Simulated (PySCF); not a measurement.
This PySCF input asks for the NMR shieldings of SMILES CC(=O)O[Si@@H](N)C#N, C3H6N2O2Si; the geometry comes from GFN2-xTB.

```python
import basis_set_exchange as bse
import numpy as np
from pyscf import gto, dft
from pyscf.prop import nmr

atoms = """
C     2.562508   -0.002656    0.401029
C     1.110884   -0.242010    0.710853
O     0.698015   -0.726947    1.729455
O     0.320120    0.129612   -0.288414
Si   -1.330827    0.095264   -0.414377
N    -1.981968   -1.174924    0.520464
C    -1.885969    1.812141    0.111091
N    -2.248799    2.849492    0.433238
H     2.685239    0.970512   -0.067064
H     3.150810   -0.069140    1.311229
H     2.898326   -0.764140   -0.301044
H    -1.527673   -0.080664   -1.843361
H    -2.971896   -1.324081    0.610701
H    -1.479446   -1.472931    1.344059
"""
names = dict.fromkeys(["C", "O", "Si", "N", "H"], "pcSseg-1")
basis = {el: gto.basis.parse(bse.get_basis(n, elements=[el], fmt="nwchem")) for el, n in names.items()}
mol = gto.M(atom=atoms, basis=basis, charge=0, verbose=0)
mf = dft.RKS(mol, xc="PBE0")
mf.grids.level = 2
mf.grids.alignment = dft.numint.BLKSIZE   # the property module wants whole blocks of grid points
mf.conv_tol = 1e-9
mf.kernel()

calc = nmr.RKS(mf)   # GIAO
C = mf.mo_coeff
Co = C[:, mf.mo_occ > 0]
resp = mf.gen_response(singlet=True, hermi=2)
def vind(x):   # induced exchange potential for any number of trial vectors
    d = np.einsum("pi,xij,qj->xpq", C, 2 * x.reshape(-1, C.shape[1], Co.shape[1]), Co, optimize=True)
    return np.einsum("xpq,pi,qj->xij", resp(d - d.transpose(0, 2, 1)), C, Co, optimize=True).ravel()
mo1, _ = nmr.rhf.solve_mo1(calc, with_cphf=vind)
sigma = calc.kernel(mo1)
for i, s in enumerate(sigma):   # ppm
    print("%2d %-2s %9.2f" % (i, mol.atom_pure_symbol(i), np.trace(s) / 3))
```

**Question.** Give the expected output.

**Answer.** 
```
 0 C     161.73
 1 C      10.70
 2 O    -129.82
 3 O     137.37
 4 Si    404.11
 5 N     247.28
 6 C      61.46
 7 N     -84.68
 8 H      29.45
 9 H      29.70
10 H      29.26
11 H      26.84
12 H      31.05
13 H      28.97
```

These numbers come from an equivalent density-fitted implementation of the same equations, which agrees with the script to about 0.01 ppm for H and up to a few tenths of a ppm for heavy atoms, so last digits may differ.

**Question.** Turn these shieldings into chemical shifts. Referencing at the same level of theory: TMS for 13C (σref 186.93) and 29Si (σref 349.16) and 1H (σref 31.72); H2O for 17O (σref 336.08); NH3 for 15N (σref 267.73).

**Answer.** Averaging equivalent atoms: C 1: 176.2; C 6: 125.5; C 0: 25.2; O 2: 465.9; O 3: 198.7; Si 4: -54.9; N 7: 352.4; N 5: 20.4; H 11: 4.88; H 8/9/10: 2.25; H 12/13: 1.71 ppm. Unscaled 17O shifts of doubly bonded oxygen tend to come out too high, by tens of ppm or more. Experimental scales use liquid or dissolved standards, which lie at an offset from isolated NH3 (liquid NH3: subtract about 20 ppm) and H2O (liquid H2O: subtract about 36 ppm). Unscaled 15N shifts of sp2 nitrogen come out 20 to 40 ppm too high even then.

Size and cost of the density-fitted run: 173 basis functions, 40 s wall time on 1 thread of an Arm Neoverse N1, shared host; peak memory 0.94 GiB.
